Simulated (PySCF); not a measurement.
**Two-dimensional NMR puzzle**

Compound of formula C$_{4}$H$_{11}$NO$_{2}$Si$_{2}$. Correlations simulated from computed shifts and the bond graph:

HSQC (one-bond C–H):
| δH | δC |
| --- | --- |
| 6.63 | 156.9 |
| 4.38 | 93.5 |
| 4.34 | 93.5 |
| 2.27 | 23.3 |

COSY cross peaks (H two or three bonds apart, from the bond graph; peaks can be absent where the dihedral angle is near 90°):
| δH | δH |
| --- | --- |
| 6.63 | 4.38 |
| 6.63 | 4.34 |
| 5.24 | 2.27 |
| 4.38 | 4.34 |

HMBC (two and three bonds, from the bond graph):
| δH | δC |
| --- | --- |
| 6.63 | 93.5 |
| 5.24 | 185.6, 156.9, 23.3 |
| 4.47 | 185.6 |
| 4.38 | 156.9 |
| 4.34 | 156.9 |
| 2.27 | 185.6 |

Carbons without hydrogens: δ 185.6.

[PySCF 2.14.0 with density-fitted response routines: GFN2-xTB structure; shielding tensors at PBE0/pcSseg-1 (GIAO); one conformer; no solvent; non-relativistic; rapidly exchanging positions averaged]

δ = σ(ref) − σ, references computed at the same level: TMS for ¹H and ¹³C.

Exchangeable hydrogens are left out of these lists.

Problem. Work out the connectivity.

Solution. `InChI=1S/C4H11NO2Si2/c1-2-7-9-3-4(6)5-8/h2H,1,3,9H2,8H3,(H,5,6)`.

Structure with atom numbers: `[CH2:1]=[CH:2][O:3][SiH2:4][CH2:5][C:6](=[O:7])[NH:8][SiH3:9]`. Hydrogens are named by the atom that carries them. Ha(C1) is cis to O3; Hb(C1) is trans to O3.

- δC 185.6 is C6, an amide carbonyl carbon.
- δC 156.9 is C2, an alkene carbon bearing oxygen (δH 6.63).
- δC 93.5 is C1, a β carbon of an enol-ether or enamine type C=C (δH 4.38, 4.34).
- δC 23.3 is C5, an sp3 CH2 bonded to Si, α to a carbonyl (δH 2.27).
- HMBC from δH 5.24 reaches the proton-free carbon C6.
- HMBC from δH 4.47 reaches the proton-free carbon C6.
- HMBC from δH 2.27 reaches the proton-free carbon C6.
- COSY links 6.63–4.38, 6.63–4.34, 5.24–2.27, 4.38–4.34.

The shifts were computed for this structure.

OH and NH positions are those of a molecule without intermolecular hydrogen bonds; in solution they move with solvent, concentration and temperature, and exchange usually removes their couplings. Shifts are as computed. Against solution values, carbons near 30 ppm lie about +3 ppm off and those near 130 ppm about +5 ppm. Of 1211 compounds with measured shifts, 218 miss one by over three times the rms of a fit or turn the order of signals round; such compounds aren't used in these exercises. The C=O carbon of an acid or of an amide with N–H lies up to 10 ppm further downfield in solution, through hydrogen bonding that the calculation lacks.
